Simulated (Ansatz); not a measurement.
Gas-phase electronic energies from Ansatz, PBE0-D4/def2-TZVP geometries. CCSD(T)/CBS adds triple-zeta CCSD(T) − MP2 to the extrapolated MP2 energy (def2 sets, frozen cores). This one scheme is used for every species. Functionals use def2-TZVPP. B3LYP here is the variant with VWN-RPA as its local correlation; programs differ in this. One conformer a species, not always the lowest.

Reaction (silylene formation by 1,1-elimination): `CNC([SiH3])S` → `CNCS` + `[SiH2]`

Q: Is it downhill or uphill in electronic energy at CCSD(T)/CBS, and by how much? (Estimate.)

A: Ansatz gave: Uphill: ΔE = +2.40 eV.

Q: What do these levels give: PBE-D4, PBE0-D4, B3LYP-D4, ωB97X-V, PBE0, B3LYP, HF/def2-TZVPP, CCSD/def2-TZVPP, CCSD(T)/def2-TZVPP, HF/def2-QZVPP, HF/CBS(def2), MP2/CBS(def2)? (Estimate.)

A: Computed: PBE-D4 2.45, PBE0-D4 2.51, B3LYP-D4 2.34, ωB97X-V 2.48, PBE0 2.40, B3LYP 2.13, HF/def2-TZVPP 2.03, CCSD/def2-TZVPP 2.25, CCSD(T)/def2-TZVPP 2.33, HF/def2-QZVPP 2.03, HF/CBS(def2) 2.03, MP2/CBS(def2) 2.63 eV.

Largest T1 diagnostic among the species: 0.014.

In def2-TZVPP, CCSD(T) changes the Hartree–Fock value by +0.29 eV (the triples alone add +0.08 eV) and MP2 by +0.53 eV. From PBE to PBE0 (25 % exact exchange), in def2-TZVPP and without D4, ΔE moves by +0.08 eV. The D4 term adds +0.21 eV with B3LYP and +0.11 eV with PBE0; it sums over pairs of atoms, weighted by their polarisabilities, and B3LYP, whose exchange is more repulsive, gets the larger term.
